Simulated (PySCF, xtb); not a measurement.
B₂H₄, SMILES BB.

The structure is a stationary point at B3LYP-D3(BJ)/def2-TZVP.

Level of theory: IEF-PCM-B3LYP/def2-TZVPD (PySCF 2.14.0).

The values are the electrostatic part of the solvation free energy, E(continuum) − E(gas) at the gas-phase geometry, in a cavity of scaled van der Waals radii (PySCF's table); cavitation and dispersion terms are not included. In vacuum the orbital gap is 6.57 eV. The dipole moment in vacuum is 0.00 D.

Computed values in water (ε = 78.36), chloroform (ε = 4.71), dichloromethane (ε = 8.93):
| solvent | ε | ΔG(elec) (kcal/mol) | dipole (D) | gap (eV) |
|---|---|---|---|---|
| water | 78.36 | -0.4 | 0.00 | 6.61 |
| chloroform | 4.71 | -0.3 | 0.00 | 6.60 |
| dichloromethane | 8.93 | -0.3 | 0.00 | 6.60 |

For comparison, GFN2-xTB/ALPB(water) (xtb, at the GFN2-xTB geometry, all terms of that model) gives -1.4 kcal/mol.
